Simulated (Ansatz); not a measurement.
Coupled-cluster run, `[Cl][In@H-]1[Cl+][In@@H-]([Cl])[Cl+]1`.

```yaml
crystal:
  periodic: [false, false, false]
  atoms:
    - {symbol: Cl, position_ang: [2.024103, 0.161372, -2.423479]}
    - {symbol: In, position_ang: [1.825713, -0.016379, -0.132513]}
    - {symbol: Cl, position_ang: [0.031631, -1.764050, 0.203349]}
    - {symbol: In, position_ang: [-1.772321, -0.009870, 0.458129]}
    - {symbol: Cl, position_ang: [-2.692138, 0.166980, -1.649501]}
    - {symbol: Cl, position_ang: [0.079703, 1.709321, 0.475469]}
    - {symbol: H, position_ang: [2.996826, -0.126583, 1.083785]}
    - {symbol: H, position_ang: [-2.493507, -0.120789, 1.984762]}
basis:
  gaussian: {orbitals: def2-SVP}
correlation: {method: ccsd_t}
```

```sh
$ ansatz run in.yaml --threads 2 --pin off --events-out ev --progress --plain --max-ram 20480MiB --backend cuda --devices 0, --max-vram 18GiB
```

The program prints (abridged):

```
Functional definition: HF
1412 factors; integrals over basis functions are off by at most 3.7e-4 eV
mean field evaluation 1: about -60332.1086 eV, gradient 2.4e1 eV
mean field evaluation 2: about -60332.1459 eV, gradient 2.4e1 eV
mean field evaluation 4: about -60334.2436 eV, gradient 1.7e0 eV
mean field evaluation 8: about -60334.2619 eV, gradient 8.1e-2 eV
mean field evaluation 16: about -60334.2161 eV, gradient 3.0e-1 eV
mean field -60334.26196983 eV, -2217.2432313597 hartree, gradient 6.3e-6 eV, S^2 0.000000; 0 other end points of the search recorded, 0 dependent functions left out
28 core orbitals not correlated: weight in the atoms' cores, before any rotation towards them, 1.000 or more for the frozen orbitals, at most 0.000 for the correlated occupied ones
reference -60334.26196983 eV, -2217.2432313597 hartree; 28, 28 occupied and 78, 78 virtual orbitals, 1412 factors
second order -19.12581349 eV of doubles, -0.00000000 eV of singles
cycle   1  -20.32840572 eV  change    -1.2e0 eV  update   9.6e-2
cycle   2  -20.78976334 eV  change   -4.6e-1 eV  update   2.9e-2
cycle   3  -20.86178721 eV  change   -7.2e-2 eV  update   1.3e-2
cycle   4  -20.85748301 eV  change    4.3e-3 eV  update   2.9e-3
cycle   5  -20.85561343 eV  change    1.9e-3 eV  update   8.8e-4
cycle   6  -20.85534739 eV  change    2.7e-4 eV  update   2.6e-4
cycle   7  -20.85535463 eV  change   -7.2e-6 eV  update   8.2e-5
cycle   8  -20.85538182 eV  change   -2.7e-5 eV  update   2.6e-5
perturbative correction -0.49503181 eV, -0.0181920834 hartree
Total energy: -60355.61238345 eV, -2218.0278445885 hartree
```

It took 2.8 s on 2 threads of an AMD EPYC 7R13 on a shared host and a share of an NVIDIA H100 80 GB, with 0.79 GiB of host memory at the peak.

MP2 recovers 89.6 % of the CCSD(T) correlation energy and the triples give 2.3 %; T1 = 0.0092.
